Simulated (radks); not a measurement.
Tl II, configuration [Hg].

Calculated with a radial shooting solver on a logarithmic mesh with Libxc functionals: scalar-relativistic Kohn-Sham, BLYP, spin-polarised, spherical densities, finite nucleus; Fermi nuclear charge, rms radius 5.4759 fm.

Energy parts (eV):
part                       energy
total                  -550800.58
kinetic                 620004.39
electron-nucleus      -1372689.89
Hartree                 212200.48
exchange-correlation    -10315.56

Orbitals (lengths in bohr, moments of r in powers of bohr):
| orbital | occ. | eigenvalue (eV) | <1/r> |
|---|---|---|---|
| 1s | 2 | -85595.95 | 99.39 |
| 2s | 2 | -15247.60 | 23.33 |
| 2p | 6 | -13120.92 | 20.60 |
| 3s | 2 | -3644.803 | 8.649 |
| 3p | 6 | -3032.391 | 7.850 |
| 3d | 10 | -2396.386 | 7.374 |
| 4s | 2 | -818.7283 | 3.720 |
| 4p | 6 | -617.8926 | 3.349 |
| 4d | 10 | -382.0919 | 3.008 |
| 5s | 2 | -138.0960 | 1.552 |
| 4f | 14 | -121.1487 | 2.605 |
| 5p | 6 | -83.2348 | 1.323 |
| 5d | 10 | -22.5751 | 0.9508 |
| 6s | 2 | -16.2937 | 0.5302 |

The highest occupied level is 6s at -16.294 eV. Summed over all electrons, <r^2> = 52.25 bohr^2, which gives a Langevin (diamagnetic) susceptibility term of -41.4 x 10^-6 cm^3/mol. The electron density at the nucleus is 2.721e+06 e/bohr^3 (large components only). For comparison, the ionisation energy in NIST's Atomic Spectra Database is 20.428 eV (measured). In exact Kohn-Sham theory the highest level is minus the ionisation energy, but local and semilocal functionals leave it too shallow, through self-interaction and a potential that decays too fast; potentials with the right tail come closer. The density falls to 0.001 e/bohr^3 at r = 3.97 bohr.

Beside tabulated values, note that scalar-relativistic runs lack spin-orbit coupling.
